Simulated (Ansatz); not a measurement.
Stepwise reaction of `[AlH2][Br]` with hydrogen fluoride, as a gas-phase model of exchange steps in deposition or etching. ΔE in kJ/mol; ΔG adds harmonic PBE0-D4 terms to CCSD(T)/CBS, at 1 bar.

Calculated with Ansatz (gas phase, PBE0-D4/def2-TZVP geometries, no zero-point term in ΔE). CCSD(T)/CBS adds triple-zeta CCSD(T) − MP2 to the extrapolated MP2 energy (def2 sets, frozen cores). This one scheme is used for every species. Functionals use def2-TZVPP. B3LYP here is the variant with VWN-RPA as its local correlation; programs differ in this. For Br outer-core shells are correlated without core-valence functions, which leaves a few kJ/mol of doubt a bond. Scalar relativity is left out up to krypton.

| step | reaction | PBE-D4 | B3LYP-D4 | ωB97M-V | CCSD(T)/CBS | ΔG(500 K) |
| --- | --- | --- | --- | --- | --- | --- |
| 1 | `[AlH2][Br]` + H–F → `[F][AlH][Br]` + H₂ | -162.0 | -169.3 | -167.0 | -166.6 | -166.7 |

(1) Give the row of step 2, `[F][AlH][Br]` + H–F → `[F][Al]([F])[Br]` + H₂. (Best estimate.)

(2) By hand: ΔE of the 2 steps together at CCSD(T)/CBS.

Answers

(1) Computed: 
| step | reaction | PBE-D4 | B3LYP-D4 | ωB97M-V | CCSD(T)/CBS | ΔG(500 K) |
| --- | --- | --- | --- | --- | --- | --- |
| 2 | `[F][AlH][Br]` + H–F → `[F][Al]([F])[Br]` + H₂ | -145.9 | -154.1 | -151.1 | -153.0 | -147.2 |

(2) (-166.6) + (-153.0) = -319.6 kJ/mol, or -159.8 kJ/mol a step.

In ΔE each step is higher than the one before. All are downhill at CCSD(T)/CBS. ΔG lies between -166.7 and -147.2 kJ/mol a step. PBE-D4 differs from CCSD(T)/CBS by 4.6 to 7.1 kJ/mol a step. Isolated molecules leave out the surface, adducts and barriers. Largest T1 diagnostic: 0.010.
